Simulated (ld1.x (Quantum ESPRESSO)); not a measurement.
# Which change was made? (Ag, TM semilocal)

silver, norm-conserving Troullier–Martins (semilocal form), made with ld1.x (Quantum ESPRESSO) 7.5 (LDA (PZ), scalar-relativistic). Core [Kr], reference 4d10 5s0.75 5p0.25. Waves: 5p (bound): rc 3.90 bohr; 4d (bound): rc 1.15 bohr; 5s (bound): rc 2.45 bohr. Local part: the s channel. Core correction: Bessel-smoothed model core inside 1.05 bohr.

Cutoffs, loose and tight: the cutoffs (Ry, on a coarse ladder) from which the occupation-weighted sum of valence levels, in a spherical-Bessel basis at the reference potential, stays within 10 and 1 mRy of its value at 400 Ry. They do not see the model core or the augmentation charge, which bear on the density cutoff. Test errors are all-electron minus pseudo excitation energies from the reference, over the configurations 4d10 5s1 5p0; 4d10 5s0 5p0; 4d9 5s0 5p0; 4d10 5s0.5 5p0; 4d9 5s1 5p0; 4d8 5s0 5p0; 4d7 5s0 5p0 (two spin-polarised tests are not counted in the largest error); variants that change the core or the reference have their own tests.

The base gives: outcome: generated; cutoff, loose: 80 Ry; cutoff, tight: 100 Ry; bound ghosts: none; largest test error (meV): -835.

Task: After one change the result is: outcome: generated; cutoff, loose: 180 Ry; cutoff, tight: 300 Ry; bound ghosts: none; largest test error (meV): -808. Which change was it?
A. wave 4d (bound): rc 1.15 bohr becomes 4d (bound): rc 1.74 bohr
B. wave 4d (bound): rc 1.15 bohr becomes 4d (bound): rc 0.90 bohr
C. wave 4d (bound): rc 1.15 bohr becomes 4d (bound): rc 0.80 bohr
D. wave 4d (bound): rc 1.15 bohr becomes 4d (bound): rc 1.04 bohr

Result: B. The others give: wave 4d (bound): rc 1.15 bohr becomes 4d (bound): rc 0.80 bohr → outcome: generated; cutoff, loose: 300 Ry; cutoff, tight: 300 Ry; bound ghosts: none; largest test error (meV): -776 | wave 4d (bound): rc 1.15 bohr becomes 4d (bound): rc 1.74 bohr → outcome: generated; cutoff, loose: 60 Ry; cutoff, tight: 90 Ry; bound ghosts: none; largest test error (meV): -878 | wave 4d (bound): rc 1.15 bohr becomes 4d (bound): rc 1.04 bohr → outcome: generated; cutoff, loose: 100 Ry; cutoff, tight: 140 Ry; bound ghosts: none; largest test error (meV): -829.
